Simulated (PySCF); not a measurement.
Potential energy of CsS along the bond

Set-up: Cs def2-TZVPP with ECP46, S def2-TZVPP; scalar-relativistic core potentials (PySCF 2.14). Energies in eV from Cs + S in their ground configurations at the same level. State: ²Π (doublet), unpaired electrons π ↑.

All columns are PBE0. A positive dipole means Cs(−)S(+).

```tsv
R (Å)	E (eV)	μ (D)	Mulliken charge on Cs (basis-dependent)	HOMO (eV)	LUMO (eV)	Mayer bond order	⟨S²⟩
2.637	-2.218	-7.79	0.68	-4.80	-2.52	0.59	0.75
2.759	-2.527	-8.56	0.69	-4.81	-2.30	0.57	0.75
2.882	-2.694	-9.29	0.69	-4.77	-2.11	0.56	0.75
2.974	-2.753	-9.81	0.69	-4.65	-1.98	0.56	0.75
3.066	-2.769	-10.31	0.69	-4.53	-1.86	0.56	0.76
3.158	-2.754	-10.80	0.69	-4.42	-1.75	0.56	0.76
3.281	-2.698	-11.42	0.69	-4.28	-1.62	0.57	0.76
3.434	-2.592	-12.17	0.69	-4.13	-1.47	0.57	0.76
3.618	-2.434	-13.03	0.69	-3.97	-1.50	0.57	0.76
3.863	-2.204	-14.12	0.69	-3.78	-1.65	0.57	0.76
```

A fit through these points gives, at Re = 3.063 Å, μ = -10.29 D and dμ/dR = -5.37 D/Å; the reduced mass is 25.77 u.

Problem. How strong is the fundamental in the double-harmonic approximation, I = 42.26·(dμ/dR)²/μred km/mol?

Solution. I = 42.26·(-5.37)²/25.77 = 47.3 km/mol at PBE0.

Spin–orbit coupling is left out, which matters for elements this heavy, above all for dissociation energies. The state is the lowest determinant that a PBE0 search found; another state may lie lower at other levels.
